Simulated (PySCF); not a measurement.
C3H5O, SMILES CC[C]=O, multiplicity 2.

Geometry optimised at r2SCAN-D4/def2-SVP. The isomer is the one that the SMILES or the coordinates give; other isomers of the formula were not compared. Other conformers were not sampled.

Calculation: M06-2X/def2-TZVPD (PySCF).

Isolated molecule, no solvent.

Computed frontier levels, dipole moment and polarisability:
```json
{
 "α spin, highest occupied and lowest empty level": "-6.99 and 0.19 eV",
 "β spin, highest occupied and lowest empty level": "-11.34 and -1.16 eV",
 "dipole_moment": "2.77 D",
 "quadrupole, principal values (traceless, Buckingham form, about the centre of nuclear charge)": "-4.34, 0.95, 3.39 D·Å",
 "mean_static_polarisability": "41.8 bohr³ (6.19 Å³)",
 "polarisability_principal_values": "35.1, 39.8, 50.5 bohr³",
 "⟨S²⟩": "0.754 (pure state 0.75)"
}
```
